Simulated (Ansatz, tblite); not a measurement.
Forces on the cluster CoW2⁻ at its B3LYP-D4/def2-TZVPD geometry. The state is a singlet with charge -1.

In the def2 sets W takes a core potential; there is no spin–orbit coupling. The xTB rows come from tblite. The restricted singlet is unstable towards broken spin symmetry at other levels; at B97M-V/def2-TZVPD this wasn't settled. At B97M-V/def2-TZVPD the highest occupied level of the charge -1 singlet lies above zero (up to 0.58 eV). The electron is either unbound and held by the finite basis, or the level is raised by self-interaction error. The geometry of the singlet was relaxed on an unsound state (restricted singlet, unstable towards broken spin symmetry at other levels and untested here). At PBE0-D4/def2-TZVPD a quintet of charge -1 lies 2.23 eV below the restricted singlet, each at its own geometry. That quintet is doubtful there (⟨S²⟩ 7.38, where a pure state has 6.00). The structure comes from a short search, and lower isomers may exist.

GFN1-xTB (tblite), largest force 56.54 eV/Å:

```xyz
3
positions Å, forces eV/Å
Co   -0.704   -0.513    1.047   -2.754   -2.015    4.116
W     1.265    0.165    0.045   49.144   -3.785   27.688
W    -0.561    0.348   -1.092  -46.389    5.800  -31.804
```

GFN2-xTB (tblite), largest force 24.22 eV/Å:

```
Co -1.335 -0.975 1.991
W 21.122 -1.564 11.740
W -19.787 2.539 -13.731
```

B97M-V/def2-TZVPD (Ansatz), largest force 0.38 eV/Å:

```
Co 0.122 0.088 -0.179
W 0.245 -0.075 0.282
W -0.367 -0.012 -0.103
```
